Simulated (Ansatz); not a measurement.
Calculated with Ansatz (gas phase, PBE0-D4/def2-TZVP geometries, no zero-point term in ΔE). CCSD(T)/CBS adds triple-zeta CCSD(T) − MP2 to the extrapolated MP2 energy (def2 sets, frozen cores). Functionals use def2-TZVPP. B3LYP here is the variant with VWN-RPA as its local correlation; programs differ in this. For Ge outer-core shells are correlated without core-valence functions, which leaves a few kJ/mol of doubt a bond. Scalar relativity is left out up to krypton. Each species was taken in one conformer, which may not be the lowest.

Reaction (isomerisation): `[GeH3][O]C1CO1` → `O=C(O)[CH2][GeH3]`

`[GeH3][O]C1CO1`:

Cartesian coordinates in Å:
```
Ge -0.677 -0.584 1.627
O 0.071 -1.049 0.069
C -0.037 -0.190 -0.992
C 0.928 0.889 -1.195
O 0.956 -0.320 -1.957
H -0.399 -1.777 2.541
H -0.008 0.709 2.124
H -2.183 -0.357 1.404
H -1.049 -0.099 -1.394
H 1.738 0.991 -0.478
H 0.660 1.785 -1.751
```

`O=C(O)[CH2][GeH3]`:

Z-matrix (Å, degrees):
```
C
Ge 1 1.978
C 1 1.485 2 110.9
H 1 1.089 2 107.6 3 119.2
H 1 1.090 2 107.6 3 -121.8
H 2 1.535 1 109.5 3 62.1
H 2 1.534 1 109.3 3 -58.8
H 2 1.536 1 107.8 3 -178.5
O 3 1.348 1 112.1 2 -88.0
O 3 1.202 1 125.7 2 90.3
H 9 0.967 3 106.3 1 177.9
```

```
             level  ΔE (eV)
         r2SCAN-D4    -1.70
           ωB97M-V    -1.68
               PBE    -1.68
             B3LYP    -1.71
     HF/def2-TZVPP    -1.72
SCS-MP2/def2-TZVPP    -1.63
    MP2/def2-QZVPP    -1.68
    CCSD/CBS(def2)    -1.68
```

Q: What does CCSD(T)/CBS give? (Estimate.)

A: Computed: -1.69 eV. The listed levels differ from it by -0.01, 0.01, 0.01, -0.02, -0.03, 0.06, 0.01, 0.01 eV.

Largest T1 diagnostic among the species: 0.014.

In def2-TZVPP, CCSD(T) changes the Hartree–Fock value by +0.05 eV (the triples alone add −0.01 eV) and MP2 by +0.04 eV.
